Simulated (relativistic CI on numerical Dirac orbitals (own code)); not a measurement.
# Ions with 47 electrons, Ag to Dy¹⁹⁺

Computed by Dirac-Coulomb-Breit CI, KLI orbitals optimised for each configuration, QED by a radiative potential, unscaled Slater integrals (own radial code, finite nucleus).

Configurations in the expansion (outside the closed core [Kr]): 4d10 5s, 4d10 4f, 4d10 5p, 4d10 5d, 4d10 5f, 4d9 5s 4f, 4d10 6s. Levels of other configurations are missing.

Energies above each ion's lowest level, in eV. Levels are followed by their leading LS label, which can pass from one level to another where the coupling changes.

```tsv
Ion	4d10 5s 2S_1/2	4d10 5p 2P°_1/2	4d10 5p 2P°_3/2	4d10 5d 2D_3/2	4d10 5d 2D_5/2	4d10 4f 2F°_7/2	4d10 4f 2F°_5/2
Ag	0	2.9423	3.0091	4.7027	4.7043	5.3312	5.3312
Cd⁺	0	4.9581	5.2122	9.8617	9.8776	12.028	12.028
In²⁺	0	6.6448	7.1268	14.748	14.792	18.746	18.75
Sn³⁺	0	8.1567	8.9075	19.463	19.547	24.962	24.976
Sb⁴⁺	0	9.5652	10.626	24.074	24.208	29.868	29.895
Te⁵⁺	0	10.961	12.371	28.624	28.818	32.706	32.732
I⁶⁺	0	12.365	14.167	33.142	33.407	33.488	33.489
Xe⁷⁺	0	13.771	16.012	37.651	37.997	32.654	32.612
Cs⁸⁺	0	15.176	17.907	42.167	42.606	30.567	30.47
Ba⁹⁺	0	16.581	19.856	46.703	47.248	27.454	27.291
La¹⁰⁺	0	17.985	21.864	51.272	51.935	23.456	23.218
Ce¹¹⁺	0	19.392	23.936	55.883	56.678	18.668	18.345
Pr¹²⁺	0	20.801	26.078	60.546	61.488	13.156	12.738
Nd¹³⁺	0	22.214	28.294	65.268	66.373	6.969	6.4442
Pm¹⁴⁺	0.49908	24.132	31.09	70.558	71.842	0.64306	0
Sm¹⁵⁺	?	?	?	?	?	?	?
Eu¹⁶⁺	16.22	42.707	51.665	96.092	97.788	0.91804	0
Gd¹⁷⁺	24.952	52.876	62.966	109.86	111.79	1.0763	0
Tb¹⁸⁺	34.237	63.608	74.925	124.28	126.47	1.2496	0
Dy¹⁹⁺	44.063	74.888	87.531	139.35	141.81	1.4388	0
```

Question: Fill in the row of Sm¹⁵⁺.

Answer: 4d10 5s 2S_1/2 8.0624, 4d10 5p 2P°_1/2 33.118, 4d10 5p 2P°_3/2 41.035, 4d10 5d 2D_3/2 82.986, 4d10 5d 2D_5/2 84.467, 4d10 4f 2F°_7/2 0.77389, 4d10 4f 2F°_5/2 0 (eV).

In the calculation the lowest level changes from 4d10 5s 2S_1/2 to 4d10 4f 2F°_5/2 at Pm¹⁴⁺.

Between Z = 63 and 66 the energy of 4d10 5s 2S_1/2 follows a local power law Z^21.5. For orientation: electrostatic splittings inside a shell grow about linearly with the screened charge, excitations that change n as its square, and fine structure as its fourth power; written in Z itself the exponents are larger, since the screened charge grows faster in proportion.

For Pm¹⁴⁺ NIST ASD gives another ground level, 5s 2S1/2.

The members near neutrality are the least accurate: they can be off by several eV, miss lower levels of configurations outside the list, or start from a wrong lowest level.
